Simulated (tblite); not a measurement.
Parent: `[F:1][Si@@H:2]1[CH2:3][CH2:4][C:5](=[S:6])[CH2:7]1` with F1–Si2–C3–C4 -103°, Si2–C3–C4–C5 -30°, C3–C4–C5–S6 -134°, C4–C5–C7–Si2 -33°, C4H7FSSi.

Structures optimised with GFN2-xTB, isolated species. One conformer each, not checked by frequencies here.

```tsv
coordinate of the parent	value
F1–Si2	1.618 Å
Si2–C3	1.903 Å
C3–C4	1.540 Å
C4–C5	1.497 Å
C5=S6	1.621 Å
C5–C7	1.489 Å
Si2–C7	1.906 Å
F1–Si2–C3	111.0°
F1–Si2–C7	109.8°
C3–Si2–C7	93.8°
Si2–C3–C4	105.4°
C3–C4–C5	108.9°
C4–C5–S6	123.5°
C4–C5–C7	112.9°
S6–C5–C7	123.6°
Si2–C7–C5	104.4°
```

Problem. How does the shared frame change in `[F:1][Si@@H:2]1[CH2:3][C:4](=[S:5])[C@@H:6]([CH2:7][SiH3:8])[CH2:9]1` with C4–C6–C7–Si8 -58°, F1–Si2–C3–C4 -108°, Si2–C3–C4–S5 148°, C3–C4–C6–C7 -76°, C4–C6–C9–Si2 -35°, C5H11FSSi2? Atoms pair as F1 = F1, Si2 = Si2, C3 = C9, C4 = C6, C5 = C4, S6 = S5, C7 = C3 (parent first).

Solution. 
```
   parent   relative  value in the relative  change
   F1–Si2     F1–Si2                1.615 Å  -0.003
   Si2–C3     Si2–C9                1.899 Å  -0.004
    C3–C4      C9–C6                1.540 Å   0.000
    C4–C5      C6–C4                1.499 Å  +0.002
    C5=S6      C4=S5                1.622 Å  +0.001
    C5–C7      C4–C3                1.492 Å  +0.003
   Si2–C7     Si2–C3                1.905 Å  -0.001
F1–Si2–C3  F1–Si2–C9                 110.9°    -0.1
F1–Si2–C7  F1–Si2–C3                 110.5°    +0.7
C3–Si2–C7  C9–Si2–C3                  93.7°    -0.1
Si2–C3–C4  Si2–C9–C6                 105.0°    -0.4
 C3–C4–C5   C9–C6–C4                 107.2°    -1.7
 C4–C5–S6   C6–C4–S5                 122.9°    -0.6
 C4–C5–C7   C6–C4–C3                 113.7°    +0.8
 S6–C5–C7   S5–C4–C3                 123.3°    -0.3
Si2–C7–C5  Si2–C3–C4                 104.4°     0.0
```

Of the parent's bonds, F1–Si2, Si2–C3 and C5–C7 change most and about equally (-0.004 to +0.003 Å). Bonds of the relative outside the shared frame: C6–C7 1.534, C7–Si8 1.909 Å. Point group C1 → C1.

Problem. How does the shared frame change in `[CH2:1]=[CH:2][CH2:3][C@@H:4]1[CH2:5][Si@@H:6]([F:7])[CH2:8][C:9]1=[S:10]` with C1–C2–C3–C4 116°, C2–C3–C4–C5 -66°, C3–C4–C5–Si6 -84°, C4–C5–Si6–F7 -132°, C5–Si6–C8–C9 -3°, Si6–C8–C9–S10 -155°, C7H11FSSi? Atoms pair as F1 = F7, Si2 = Si6, C3 = C5, C4 = C4, C5 = C9, S6 = S10, C7 = C8 (parent first).

Solution. 
```json
{"parent": "F1–Si2", "relative": "F7–Si6", "value in the relative": "1.615 Å", "change": "-0.003"}
{"parent": "Si2–C3", "relative": "Si6–C5", "value in the relative": "1.898 Å", "change": "-0.005"}
{"parent": "C3–C4", "relative": "C5–C4", "value in the relative": "1.536 Å", "change": "-0.004"}
{"parent": "C4–C5", "relative": "C4–C9", "value in the relative": "1.499 Å", "change": "+0.002"}
{"parent": "C5=S6", "relative": "C9=S10", "value in the relative": "1.622 Å", "change": "+0.001"}
{"parent": "C5–C7", "relative": "C9–C8", "value in the relative": "1.494 Å", "change": "+0.005"}
{"parent": "Si2–C7", "relative": "Si6–C8", "value in the relative": "1.904 Å", "change": "-0.002"}
{"parent": "F1–Si2–C3", "relative": "F7–Si6–C5", "value in the relative": "111.3°", "change": "+0.3"}
{"parent": "F1–Si2–C7", "relative": "F7–Si6–C8", "value in the relative": "110.6°", "change": "+0.8"}
{"parent": "C3–Si2–C7", "relative": "C5–Si6–C8", "value in the relative": "93.6°", "change": "-0.2"}
{"parent": "Si2–C3–C4", "relative": "Si6–C5–C4", "value in the relative": "105.1°", "change": "-0.3"}
{"parent": "C3–C4–C5", "relative": "C5–C4–C9", "value in the relative": "108.4°", "change": "-0.5"}
{"parent": "C4–C5–S6", "relative": "C4–C9–S10", "value in the relative": "122.7°", "change": "-0.8"}
{"parent": "C4–C5–C7", "relative": "C4–C9–C8", "value in the relative": "114.0°", "change": "+1.1"}
{"parent": "S6–C5–C7", "relative": "S10–C9–C8", "value in the relative": "123.3°", "change": "-0.3"}
{"parent": "Si2–C7–C5", "relative": "Si6–C8–C9", "value in the relative": "105.3°", "change": "+0.9"}
```

Of the parent's bonds, Si2–C3, C3–C4 and C5–C7 change most and about equally (-0.005 to +0.005 Å). Bonds of the relative outside the shared frame: C1=C2 1.320, C2–C3 1.494, C3–C4 1.545 Å. Point group C1 → C1.

All values are computed, not measured.
